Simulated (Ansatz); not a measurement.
Born–Oppenheimer molecular dynamics of ClH3O2Sn (7 atoms, charge 0, multiplicity 1). It starts from a relaxed structure.

The calculation used Ansatz 0.2.0, RKS B3LYP-D4/def2-SVP.

- ensemble: NVT, Langevin thermostat
- time step: 0.5 fs
- steps asked: 500
- set temperature: 500 K
- friction: 0.01 /fs
- seed: 138142

First frame:

```xyz
7
Properties=species:S:1:pos:R:3
Sn 0.077 -0.113 0.310
H 0.171 0.261 1.967
O 1.928 -0.201 -0.376
H 1.976 -0.547 -1.279
Cl -1.155 1.498 -0.913
O -0.824 -1.837 -0.077
H -1.596 -1.710 -0.648
```

**Question.** How far do the bonds stretch over the last three quarters of this one trajectory? (Pairs bonded in most of those frames.)

**Answer.** 
```
   bond  mean (Å)  spread (Å)  shortest  longest
 Sn1–H2     1.708       0.035      1.61     1.78
 Sn1–O3     1.979       0.025      1.93     2.02
Sn1–Cl5     2.362       0.046      2.29     2.47
 Sn1–O6     1.985       0.031      1.94     2.04
  O3–H4     0.972       0.025      0.92     1.02
  O6–H7     0.973       0.028      0.92     1.03
```

Mean temperature of the second half: 458 K. A run of 0.25 ps of so small a system gives no equilibrium averages.

The run took 18 min on 2 threads of Arm Neoverse V1, with other jobs on the host, peak memory 0.19 GiB.
